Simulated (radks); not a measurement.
Excited configurations of Ho3+: one electron is placed in a higher orbital outside [Xe] 4f9. The ground configuration is [Xe] 4f10. Method: Dirac Kohn-Sham, PBE, spin-unpolarised, spherical densities, finite nucleus; open shells fill j = l - 1/2 first; Fermi nuclear charge, rms radius 5.2022 fm; computed with a radial shooting solver on a logarithmic mesh with Libxc functionals. Excitation = E - E(ground); binding = E(ion) - E, where the ion is the core of charge +4; n* = 4/sqrt(2 binding) in atomic units, and the quantum defect is n - n*.

outer orbital,excitation (eV),binding (eV),n*,quantum defect,eigenvalue (eV),<r> (bohr)
5d3/2,11.850,32.641,2.582,2.418,-27.097,1.996
5f5/2,30.256,14.235,3.911,1.089,-11.819,4.180
6s1/2,14.975,29.516,2.716,3.284,-25.813,2.897
6p1/2,20.383,24.109,3.005,2.995,-20.960,3.308
6d3/2,28.537,15.955,3.694,2.306,-13.912,4.568
6f5/2,35.066,9.425,4.806,1.194,-8.167,7.297
7s1/2,28.716,15.776,3.715,3.285,-14.075,5.332
7p1/2,30.859,13.633,3.996,3.004,-12.107,5.947
7d3/2,34.510,9.982,4.670,2.330,-8.813,7.682
7f5/2,37.905,6.586,5.749,1.251,-5.822,11.16

The Delta-SCF ionisation energy is 44.492 eV (NIST Atomic Spectra Database: 42.5 eV, semi-empirical). Self-interaction in the functional shifts the binding energies and quantum defects, so they are the method's values and not measured ones. Spin polarisation and multiplet splitting are left out, so open shells lie too high by an amount that depends on their filling.

Beside tabulated values, note that spin-unpolarised runs miss the spin-polarisation part of the exchange energy of open shells.
